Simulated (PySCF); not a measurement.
A structure optimised at PBE-D3(BJ)/def2-SVP, used in a PySCF frequency run:

```xyz
11

In    -0.0616    -0.0082     0.2956
N      0.8752    -0.6638    -1.4120
C      0.4442    -0.2032    -2.7262
H      1.0652    -1.6723    -1.4055
H     -0.4665    -0.7019    -3.1377
H      1.2592    -0.3482    -3.4724
H      0.2319     0.8851    -2.6989
O     -1.0694     1.7435     0.2404
H     -1.3530     1.9544     1.1516
O      0.1618    -0.7801     2.1599
H      0.7507    -1.5585     2.1175
```

Task: Write its SMILES and formula.

Result: C[NH][In]([OH])[OH], CH6InNO2

Task: What are its rotational constants (standard atomic weights)?

Result: 4.7710, 2.0303, 1.4440 GHz
